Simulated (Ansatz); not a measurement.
Reaction (cleavage of the Ge–Si bond): `[OH][GeH2][SiH3]` + `N[SiH3]` → `[OH][GeH2][NH][SiH3]` + SiH₄

Computed with Ansatz on PBE0-D4/def2-TZVP structures; ΔE is electronic, products minus reactants. CCSD(T)/CBS adds triple-zeta CCSD(T) − MP2 to the extrapolated MP2 energy (def2 sets, frozen cores). This one scheme is used for every species. Functionals use def2-TZVPP. For Ge outer-core shells are correlated without core-valence functions, which leaves a few kJ/mol of doubt a bond. Scalar relativity is left out up to krypton. Each species was taken in one conformer, which may not be the lowest.

| level | ΔE (eV) |
| --- | --- |
| PBE-D4 | -0.05 |
| r2SCAN | -0.14 |
| SCS-MP2/def2-TZVPP | -0.36 |
| MP2/CBS(def2) | -0.29 |

Q: What does CCSD(T)/CBS give? (Estimate.)

A: The calculation gave: -0.24 eV. The listed levels differ from it by 0.19, 0.10, -0.12, -0.05 eV.

Largest T1 diagnostic among the species: 0.012.

The D4 term adds −0.04 eV with B3LYP and −0.02 eV with PBE0; it sums over pairs of atoms, weighted by their polarisabilities, and B3LYP, whose exchange is more repulsive, gets the larger term. From PBE to PBE0 (25 % exact exchange), in def2-TZVPP and without D4, ΔE moves by −0.05 eV.

B3LYP here is the variant with VWN-RPA as its local correlation; programs differ in this.
